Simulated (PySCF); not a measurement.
AlFHI, SMILES [F][AlH][I]. Heavy atoms are numbered as in [AlH:1]([F:2])[I:4]. Hydrogens are named by the atom that carries them.

Geometry optimised at B3LYP-D3(BJ)/def2-TZVP. The def2 effective core potentials stand for the cores of I; spin–orbit coupling is left out.

These are PySCF with HF/def2-TZVPD values and carry that method's errors.

Mulliken values depend strongly on the basis, most of all with diffuse functions as here. ESP charges are fitted to the potential on shells at 1.4 to 2.0 van der Waals radii. Atomic charges (e), one atom of each kind:

```json
[
 {"atom": "Al1 (AlH)", "Mulliken": "0.74", "ESP fit": "0.93"},
 {"atom": "F2", "Mulliken": "-0.39", "ESP fit": "-0.42"},
 {"atom": "H on Al1", "Mulliken": "-0.14", "ESP fit": "-0.25"},
 {"atom": "I4", "Mulliken": "-0.21", "ESP fit": "-0.25"}
]
```
